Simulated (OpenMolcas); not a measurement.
Multiconfigurational calculation on Pt²⁺

Input:

```
&GATEWAY
Coord
1

Pt 0.0 0.0 0.0
Basis=ANO-R2
Group=XYZ
NoMove
AngMom=0.0 0.0 0.0
AMFI
&SEWARD
&RASSCF
FileOrb=start.orb
Symmetry=1
Spin=3
nActEl=8 0 0
Inactive=15 19
Ras2=5 0
CIRoot=10 10 1
SDav=10
CIMx=300
Iter=120 100
PrWF=0.3
OrbListing=Nothing
MaxOrb=0
Atom
>>> COPY $Project.JobIph JOB001
&RASSCF
FileOrb=start.orb
Symmetry=1
Spin=1
nActEl=8 0 0
Inactive=15 19
Ras2=5 0
CIRoot=15 15 1
SDav=15
CIMx=300
Iter=120 100
PrWF=0.3
OrbListing=Nothing
MaxOrb=0
Atom
>>> COPY $Project.JobIph JOB002
&RASSI
NrOfJobIphs=2 10 15
1 2 3 4 5 6 7 8 9 10
1 2 3 4 5 6 7 8 9 10 11 12 13 14 15
IphNames
JOB001
JOB002
EJob
SpinOrbit
DIPRint=1.0
SOCoupling=1000.0
Subsets=2
MEES
Property=10
'ANGMOM' 1 'ANGMOM' 2 'ANGMOM' 3 'MLTPL  1' 1 'MLTPL  1' 2 'MLTPL  1' 3
'AMFI' 1 'AMFI' 2 'AMFI' 3 'MLTPL  2' 6
SOProperty=3
'ANGMOM' 1 'ANGMOM' 2 'ANGMOM' 3
```

Launched by
```bash
OMP_NUM_THREADS=1 MOLCAS_MEM=1689 MOLCAS_PROJECT=a pymolcas a.inp > a.log  # once for each step of the input, in one work folder
```

A driver script runs the steps one by one and writes start.orb anew before each from the orbitals found so far.

Output, cut to the results:

```
--- SEWARD ---
Basis set label: PT.ANO-R...8S6P5D3F1G.

      Electronic valence basis set:
      ------------------
      Associated Effective Charge  78.000000 au
      Associated Actual Charge     78.000000 au
      Nuclear Model: Finite nucleus - Gaussian distribution
        Gaussian exponent, Xi/bohr**(-2):  1.43099E+08

      Shell  nPrim  nBasis  Cartesian Spherical Contaminant
         s      26       8        X
         p      20       6        X
         d      15       5                 X
         f      10       3                 X
         g       4       1                 X
                  Relativistic X2C integrals
                  Atomic mean-field integrals
--- RASSCF ---
Wave function specifications:
      -----------------------------

      Number of closed shell electrons          68
      Number of electrons in active shells       8
      Max number of holes in RAS1 space          0
      Max nr of electrons in RAS3 space          0
      Number of inactive orbitals               34
      Number of active orbitals                  5
      Number of secondary orbitals              42
      Spin quantum number                      1.0
      State symmetry                             1
Orbital specifications:
      -----------------------

      Symmetry species                           1   2
                                                ag  au
      Frozen orbitals                            0   0
      Inactive orbitals                         15  19
      Active orbitals                            5   0
      RAS1 orbitals                              0   0
      RAS2 orbitals                              5   0
      RAS3 orbitals                              0   0
      Secondary orbitals                        22  20
      Deleted orbitals                           0   0
      Number of basis functions                 42  39
      Number of CSFs                            10
      Number of root(s) required                10
      Iter CI   SX   CI       RASSCF       Energy    max ROT     max BLB   max BLB  Level Ln srch  Step   QN
          iter iter root      energy       change     param      element    value   shift minimum  type update
 Nr of preliminary CI iterations:   1
      Total energies have been shifted. Add               -18000.00 au
        1   1    8    0  -409.37707908    0.00E+00   7.70E-02   20  28 1  1.79E-01*  0.00   0.00    SX    NO
        2   1    8    0  -409.42217458   -4.51E-02*  2.71E-02   19  25 2  9.81E-02*  0.00   0.00    SX    NO
        3   1    8    0  -409.42762253   -5.45E-03*  2.00E-02   13  36 2 -7.02E-02*  0.00   0.00    SX    NO
        4   1    8    0  -409.43065173   -3.03E-03*  1.50E-02   12  35 2  5.64E-02*  0.00   0.00    SX    NO
        5   1    8    0  -409.43242367   -1.77E-03*  6.41E-03   15  38 2 -4.55E-02*  0.00   0.56    LS   YES
        6   1    7    0  -409.43550413   -3.08E-03*  2.29E-04   15  38 2 -1.75E-03*  0.00   1.04    QN   YES
        7   1    6    0  -409.43550798   -3.84E-06*  1.45E-05    9  23 1  7.49E-05   0.00   1.00    QN   YES
        8   1    5    0  -409.43550798   -4.81E-09  -1.48E-06   15  22 1  1.10E-05   0.00   0.99    QN   YES
      Convergence after  8 iterations
        9   1    5    0  -409.43550798   -1.42E-10  -1.48E-06   16  29 1 -5.37E-07   0.00   0.99    QN   YES
      Natural orbitals and occupation numbers for root  1
      sym 1:   1.818902   1.181098   1.181098   2.000000   1.818902
      Natural orbitals and occupation numbers for root  2
      sym 1:   1.323175   2.000000   1.676825   1.323175   1.676825
      Natural orbitals and occupation numbers for root  3
      sym 1:   1.717757   1.282243   2.000000   1.717757   1.282243
::    RASSCF root number  1 Total energy: -18409.45323857
::    RASSCF root number  2 Total energy: -18409.45323857
::    RASSCF root number  3 Total energy: -18409.45323857
::    RASSCF root number  4 Total energy: -18409.45323857
::    RASSCF root number  5 Total energy: -18409.45323857
::    RASSCF root number  6 Total energy: -18409.45323857
::    RASSCF root number  7 Total energy: -18409.45323857
::    RASSCF root number  8 Total energy: -18409.39413660
::    RASSCF root number  9 Total energy: -18409.39413660
::    RASSCF root number 10 Total energy: -18409.39413660
--- RASSCF ---
Wave function specifications:
      -----------------------------

      Number of closed shell electrons          68
      Number of electrons in active shells       8
...
--- RASSI ---
SPIN-FREE ENERGIES:
  (Shifted by EMIN (a.u.) =     -18409.4532385703)

 SF State       Relative EMIN(au)   Rel lowest level(eV)    D:o, cm**(-1)      L_eff

     1             0.0000000000        0.0000000000              0.0000         3.0
     2             0.0000000000        0.0000000000              0.0000         3.0
     3             0.0000000000        0.0000000000              0.0000         3.0
     4             0.0000000000        0.0000000000              0.0000         3.0
     5             0.0000000000        0.0000000000              0.0000         3.0
     6             0.0000000000        0.0000000000              0.0000         3.0
     7             0.0000000000        0.0000000000              0.0000         3.0
    11             0.0517605903        1.4084774154          11360.1365         2.0
    12             0.0517605903        1.4084774154          11360.1365         2.0
    13             0.0517605903        1.4084774154          11360.1365         2.0
    14             0.0517605903        1.4084774154          11360.1365         2.0
    15             0.0517605903        1.4084774154          11360.1365         2.0
    10             0.0591019655        1.6082464119          12971.3821         1.0
     8             0.0591019655        1.6082464119          12971.3821         1.0
     9             0.0591019655        1.6082464119          12971.3821         1.0
    16             0.0792646949        2.1569022275          17396.5897         4.0
    17             0.0792646949        2.1569022275          17396.5897         4.0
    18             0.0792646949        2.1569022275          17396.5897         4.0
    19             0.0792646949        2.1569022275          17396.5897         4.0
    20             0.0792646949        2.1569022275          17396.5897         4.0
    21             0.0792646949        2.1569022275          17396.5897         4.0
...
```

Levels above the lowest, from the spin-orbit matrix, grouped by J:

```tsv
Configuration	Term	J	E (cm⁻¹)	Measured (cm⁻¹)	g	Term weight %	Second
5d⁸	³F	4	0.0	0.0	1.243	97	3 ¹G
5d⁸	¹D	2	8520		0.989	46	34 ³F
5d⁸	³F	3	9869	9752	1.084	100	
5d⁸	³P	2	17552		1.121	54	45 ³F
5d⁸	³P	0	21021	14939		88	12 ¹S
5d⁸	³P	1	22840	16782	1.501	100	
5d⁸	¹G	4	25824	21331	1.008	97	3 ³F
5d⁸	¹D	2	27867		1.057	54	25 ³P
5d⁸	¹S	0	55249			88	12 ³P
```

Against the 4 measured excited levels shown (NIST levels as listed in McCann et al., Mon. Not. R. Astron. Soc. 538, 537 (2025)) the mean absolute deviation is 4200 cm-1; the largest miss in energy is 5d⁸ ³P₀: computed 21021, measured 14939 cm⁻¹ (+40.7 %).

Configurations with an s electron lie low in 5d ions of this charge, fall among these levels and mix in, so low-spin terms can stand far too high, up to twice their true height, and weights are not those of the real levels. Without dynamic correlation excited terms often stand tens of per cent too high (terms of higher spin than the ground term too low), and those without a measured partner can miss by more than the paired ones. Computed and measured levels are paired by configuration, term and J; levels that our copy of the source lacks, or whose pairing is in doubt (as where it misses far off the trend of its configuration), stay unpaired and out of the deviations. Only configurations of the active space appear.

The term weight is that of the spin-free term in the level, not the purity of its configuration.
